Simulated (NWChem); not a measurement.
System: SiOCl3 anion

```xyz
5

O      0.0000     0.0000     2.0495
Si     0.0000     0.0000     0.4978
Cl    -1.9166    -0.1037    -0.4581
Cl     1.0481    -1.6080    -0.4581
Cl     0.8685     1.7116    -0.4581
```
Atoms are numbered in this order, from 1.

All runs: NWChem. Sets without diffuse functions describe the anion's extra electron poorly. Geometry: optimised at B3LYP/def2-SVPD. Not confirmed as a minimum by frequencies. Level r2SCAN/def2-SVP: energy and gradient on several grids; changes count from the extra-fine grid, which is no exact limit either.

```
grid     size of the energy change (μHa)  largest change of a gradient component (μHa/bohr)
-------  -------------------------------  -------------------------------------------------
xcoarse                             4000                                               2000
coarse                               200                                                300
medium                                70                                                 70
fine                                < 10                                                100
xfine                               < 10                                               < 30
```
